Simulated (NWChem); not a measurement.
Everything below was run with NWChem. System: H₄BClN₂, charge 0, spin multiplicity 1, at a geometry optimised with PBE0/def2-SVP. The structure started from a generated list of species. Level: G0W0@PBE0/def2-SVPD, RI basis def2-svpd-rifit.

Job file:

```
start mol
memory heap 200 mb stack 700 mb global 1700 mb
geometry units angstroms nocenter noautoz
  B      0.000000     0.000000    -0.445402
  Cl     0.000000     0.000000     1.350964
  N     -1.246951     0.000000    -1.097770
  H     -1.354966     0.000000    -2.101760
  H     -2.115005     0.000000    -0.583537
  N      1.246951     0.000000    -1.097770
  H      1.354966     0.000000    -2.101760
  H      2.115005     0.000000    -0.583537
  symmetry group C2v
end
basis spherical
  * library def2-svpd
end
basis "ri basis" bse spherical
  * library def2-svpd-rifit
end
dft
  xc pbe0
  iterations 100
  direct
  tolerances tight
end
task dft energy
gw
  states alpha occ 4 vir 2
end
task dft gw
```

Output (cleaned and shortened):

```
             Northwest Computational Chemistry Package (NWChem) 7.3.0
             --------------------------------------------------------

                                NWChem Input Module
                                -------------------

 Scaling coordinates for geometry "geometry" by  1.889725989
 (inverse scale =  0.529177249)

 Turning off AUTOSYM since
 SYMMETRY directive was detected!

                             Geometry "geometry" -> ""
                             -------------------------

 Output coordinates in angstroms (scale by  1.889725989 to convert to a.u.)

  No.       Tag          Charge          X              Y              Z
 ---- ---------------- ---------- -------------- -------------- --------------
    1 B                    5.0000     0.00000000     0.00000000    -0.44540200
    2 Cl                  17.0000     0.00000000     0.00000000     1.35096400
    3 N                    7.0000    -1.24695100     0.00000000    -1.09777000
    4 H                    1.0000    -1.35496600     0.00000000    -2.10176000
    5 H                    1.0000    -2.11500500     0.00000000    -0.58353700
    6 N                    7.0000     1.24695100     0.00000000    -1.09777000
    7 H                    1.0000     1.35496600     0.00000000    -2.10176000
    8 H                    1.0000     2.11500500     0.00000000    -0.58353700

 Effective nuclear repulsion energy (a.u.)     144.4255638011

            Nuclear Dipole moment (a.u.)
            ----------------------------
        X                 Y               Z
 ---------------- ---------------- ----------------
     0.0000000000     0.0000000000     0.0000075589

      Symmetry information
      --------------------

 Group name             C2v
 Group number             16
 Group order               4
 No. of unique centers     5

      Symmetry unique atoms

     1    2    3    4    5


 Summary of "ao basis" -> "" (spherical)
 ------------------------------------------------------------------------------
       Tag                 Description            Shells   Functions and Types
 ---------------- ------------------------------  ------  ---------------------
[...]
     ---------------------------------

     L   x y z        total         alpha         beta         nuclear
     -   - - -        -----         -----         ----         -------
     0   0 0 0     -0.000000    -20.000000    -20.000000     40.000000

     1   1 0 0      0.000000      0.000000      0.000000      0.000000
     1   0 1 0     -0.000000     -0.000000     -0.000000      0.000000
     1   0 0 1     -1.152240     -0.576124     -0.576124      0.000008

     2   2 0 0    -18.699690    -70.748534    -70.748534    122.797378
     2   1 1 0     -0.000000     -0.000000     -0.000000      0.000000
     2   1 0 1      0.000000      0.000000      0.000000      0.000000
     2   0 2 0    -25.414395    -12.707197    -12.707197      0.000000
     2   0 1 1      0.000000      0.000000      0.000000      0.000000
     2   0 0 2    -20.505435   -114.538303   -114.538303    208.571171

 Task  times  cpu:        5.5s     wall:        5.5s

                                NWChem Input Module
                                -------------------

                                 NWChem GW Module
                                 ----------------

                             ***********************
                             ***        GW       ***
                             ***********************

 Summary of "ri basis" -> "ri basis" (spherical)
 ------------------------------------------------------------------------------
       Tag                 Description            Shells   Functions and Types
 ---------------- ------------------------------  ------  ---------------------
 B                      def2-svpd-rifit             20       64   7s6p5d2f
 Cl                     def2-svpd-rifit             24       78   9s6p6d3f
 N                      def2-svpd-rifit             20       64   7s6p5d2f
 H                      def2-svpd-rifit              9       23   4s3p2d

                 Memory Information
                 ------------------
          Available GA per process is          1699.9 MBs
          Available stack per process is        700.0 MBs
          Available heap per process is           0.0 MBs

          Peak memory in Initialization
              Peak GA per process is                  8.3 MBs
              Peak stack per process is               0.2 MBs
              Peak heap per process is                8.6 MBs
              Memory not in MA per process            0.0 MBs

          Peak memory in AFF Calculation
              Peak GA per process is                 42.5 MBs
              Peak stack per process is              29.9 MBs
              Peak heap per process is                0.0 MBs
              Memory not in MA per process           29.9 MBs

          Computing 2-center integrals
          Computing Inverse Cholesky factor
          Computing 3-center integrals
          Computing V_xc ...

          Computing Sigma_x
          Computing RPA polarizability
          Solving quasiparticle equations

                  Alpha Orbitals
          State     Energy (eV)     Error (eV)
          -----------------------------------
@GW        17        -11.999           0.004
@GW        18        -10.517           0.004
@GW        19        -10.064           0.004
@GW        20         -9.243           0.004
@GW        21          1.366           0.003
@GW        22          2.911           0.003

   Applying  -1.7922 eV scissor-shift to rest of particle states

   Applying   1.2846 eV scissor-shift to rest of hole states

     GW Timing Statistics
   ------------------------
   Init.   :          0.0s
     ERIs  :          0.7s
     Distr.:          0.0s
     Vxc   :          0.6s
   Sigma_x :          0.0s
   RPA     :          1.1s
   Wmn     :          0.0s
   Sigma_c :          0.0s
   GW total:          2.5s

 Task  times  cpu:        2.5s     wall:        2.5s

 Total times  cpu:        8.1s     wall:        8.1s
```
